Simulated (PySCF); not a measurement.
Correlation energy of Co⁹⁺ (cobalt, charge +9)

[Ar], closed-shell 1S. All numbers are calculated (PySCF 2.14, the spin-free X2C one-electron Hamiltonian (Gaussian nucleus), in an uncontracted even-tempered set (19 s from 0.49 bohr⁻², ratio 2.5; 12 p from 0.64 bohr⁻², ratio 2.5; 5 d from 5 bohr⁻², ratio 2.7; 4 f from 7.4 bohr⁻², ratio 2.7)). Frozen: 1s2; 16 electrons correlated; the 22 highest virtual orbitals of each spin left out.

```csv
level,correlation energy (mhartree)
CCSD,-589.52
(T),-3.54
CCSD(T),-593.06
```

Diagnostics: T1 = 0.0017, D1 = 0.0039, largest double amplitude 0.027.

Task: Is a single reference adequate?

Result: Yes, within this model without spin-orbit coupling: T1 lies below 0.03 and no double amplitude reaches 0.07.
